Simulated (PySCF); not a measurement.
Compound: C4H9F2Si2 (doublet state).
Structure used (GFN2-xTB), in Å, numbered top down from 1:
```xyz
17
C4H9F2Si2 angstrom
C      2.2506    0.5076   -0.2796
Si     0.7488   -0.2945   -1.1232
C     -0.6431   -0.5557    0.1075
C     -1.4606    0.4086    0.6238
Si    -1.4606    2.1892    0.2839
C     -0.8116   -1.9722    0.5519
F      0.3547   -2.4692    1.0714
F     -1.7375   -2.1402    1.5324
H      2.6376   -0.1294    0.5108
H      3.0532    0.6785   -0.9908
H      1.9917    1.4645    0.1659
H      1.1263   -1.5919   -1.6960
H      0.2431    0.5840   -2.1929
H     -2.2159    0.0853    1.3369
H     -2.4667    3.0080    0.9371
H     -0.5246    2.8880   -0.5750
H     -1.0923   -2.6487   -0.2742
```

The hyperfine couplings belong to this conformer and change with its torsions.

The species is `C[SiH2]/C(=C\[SiH2])C(F)F` [radical].

Method: PySCF 2.14.0, UKS B3LYP, pcH-1 on C F H Si, non-relativistic, mean-field spin-orbit, GIAO. The structure is a single GFN2-xTB conformer in the gas phase; no vibrational or solvent corrections. Couplings are sensitive to structure, and on GFN2-xTB geometries they can be far from those on DFT ones, by a factor of two or more for some ions and for spin on atoms past the first row. The SCF solution wasn't tested for stability.

Principal values of hyperfine tensors in MHz (contact, dipolar and spin–orbit terms together), for some of the nuclei:

```csv
atom,isotope,A1,A2,A3
Si5,29Si,-288.21,-43.56,-42.68
H15,1H,-55.36,-40.41,-37.56
H16,1H,-52.48,-38.46,-35.90
C4,13C,-55.00,-28.20,-23.88
C3,13C,3.31,4.59,90.73
H17,1H,22.40,24.05,28.62
Si2,29Si,13.27,13.79,16.04
C6,13C,-10.81,-10.49,-9.03
```

Question: Split each tensor into its isotropic and traceless parts, and turn a_iso into mT with g = 2.0034.

Answer: a_iso = (A1 + A2 + A3)/3, Ti = Ai − a_iso; 1 mT corresponds to 28.040 MHz. The tensors hold a spin–orbit part: the run splits a_iso into a_FC + a_SO, and T includes its anisotropic share.

```json
{"atom": "Si5", "a_iso (MHz)": "-124.82", "a_FC": "-125.84", "a_SO": "1.02", "a_iso (mT)": "-4.451", "T1": "-163.39", "T2": "81.25", "T3": "82.14"}
{"atom": "H15", "a_iso (MHz)": "-44.44", "a_FC": "-44.47", "a_SO": "0.02", "a_iso (mT)": "-1.585", "T1": "-10.92", "T2": "4.04", "T3": "6.88"}
{"atom": "H16", "a_iso (MHz)": "-42.28", "a_FC": "-42.30", "a_SO": "0.02", "a_iso (mT)": "-1.508", "T1": "-10.20", "T2": "3.83", "T3": "6.38"}
{"atom": "C4", "a_iso (MHz)": "-35.69", "a_FC": "-35.68", "a_SO": "-0.01", "a_iso (mT)": "-1.273", "T1": "-19.31", "T2": "7.49", "T3": "11.82"}
{"atom": "C3", "a_iso (MHz)": "32.87", "a_FC": "32.94", "a_SO": "-0.07", "a_iso (mT)": "1.172", "T1": "-29.57", "T2": "-28.29", "T3": "57.86"}
{"atom": "H17", "a_iso (MHz)": "25.02", "a_FC": "25.02", "a_SO": "0.00", "a_iso (mT)": "0.892", "T1": "-2.62", "T2": "-0.98", "T3": "3.60"}
{"atom": "Si2", "a_iso (MHz)": "14.36", "a_FC": "14.39", "a_SO": "-0.02", "a_iso (mT)": "0.512", "T1": "-1.10", "T2": "-0.58", "T3": "1.68"}
{"atom": "C6", "a_iso (MHz)": "-10.11", "a_FC": "-10.11", "a_SO": "0.00", "a_iso (mT)": "-0.361", "T1": "-0.70", "T2": "-0.38", "T3": "1.08"}
```

Question: What spin density at the nucleus of Si5 lies behind its contact coupling (g_N = -1.11058)?

Answer: a_FC = 800.24 MHz bohr³ × g_N × ρ(0)/(2S). With a_FC = -125.84 MHz and 2S = 1, ρ(0) = 0.1416 bohr⁻³. The nuclear moment is negative, so coupling and spin density have opposite signs.

Question: F7 (19F, g_N = 5.25774) isn't in the table. Its spin density at the nucleus is 0.02364 bohr⁻³. What is its contact coupling?

Answer: By the same relation, a_FC = 99.5 MHz. The spin–orbit term adds +0.15 MHz. Its full tensor has the principal values 73.94, 74.88, 150.06 MHz.

Question: Name the largest traceless tensor T of the table and describe it.

Answer: Si5: -163.4, 81.3, 82.1 MHz (the dipolar term alone has -162.5, 80.8, 81.6), axial, in the ratio +1:+1:−2, the form that spin in one p orbital centred on that nucleus gives (the nuclear moment is negative).

Question: What first-order splitting does H15 cause when the field lies along A1, A2 or A3 of its tensor (g taken as isotropic, no quadrupole term)?

Answer: 2 lines (I = 1/2), spaced by |A_i|/(g × 13.996): 1.97, 1.44, 1.34 mT along the axes of A1, A2 and A3.
